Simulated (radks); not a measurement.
Co5+, 22 electrons, occupied as [Ar] 3d4.

Method: non-relativistic Kohn-Sham, PBE, spin-polarised, spherical densities, point nucleus; open shells are filled with parallel spins first; computed with a radial shooting solver on a logarithmic mesh with Libxc functionals.

Energy parts (hartree):
| part | energy |
|---|---|
| total | -1375.43647 |
| kinetic | 1374.53867 |
| electron-nucleus | -3206.89840 |
| Hartree | 513.34095 |
| exchange-correlation | -56.41770 |

Orbitals (lengths in bohr, moments of r in powers of bohr; r(90%) holds 90 % of the orbital's charge):
\begin{tabular}{lrrrr}
orbital & occ. & eigenvalue (hartree) & <r^2> & r(90%) \\ \hline
1s down & 1 & -279.4553 & 0.004342 & 0.101 \\
1s up & 1 & -279.4550 & 0.004342 & 0.101 \\
2s up & 1 & -35.81468 & 0.07903 & 0.401 \\
2s down & 1 & -35.70786 & 0.07869 & 0.400 \\
2p up & 3 & -31.51982 & 0.06292 & 0.370 \\
2p down & 3 & -31.44049 & 0.06258 & 0.369 \\
3s up & 1 & -6.84673 & 0.6577 & 1.12 \\
3s down & 1 & -6.63665 & 0.6651 & 1.13 \\
3p up & 3 & -5.54074 & 0.7045 & 1.18 \\
3p down & 3 & -5.33330 & 0.7163 & 1.19 \\
3d up & 4 & -3.37149 & 0.8190 & 1.33 \\
3d down & 0 & -3.16470 & 0.8584 & 1.37 \\
\end{tabular}

The highest occupied level is 3d up at -91.743 eV. Summed over all electrons, <r^2> = 9.404 bohr^2, which gives a Langevin (diamagnetic) susceptibility term of -7.45 x 10^-6 cm^3/mol. For comparison, the ionisation energy in NIST's Atomic Spectra Database is 102.0 eV (semi-empirical). In exact Kohn-Sham theory the highest level is minus the ionisation energy, but local and semilocal functionals leave it too shallow, through self-interaction and a potential that decays too fast; potentials with the right tail come closer. The electron density at the nucleus is 1.338e+04 e/bohr^3. The spin density at the nucleus is -1.027 e/bohr^3 (1s -0.036, 2s -2.460, 3s 1.469), a Fermi contact field of -53.8 T.
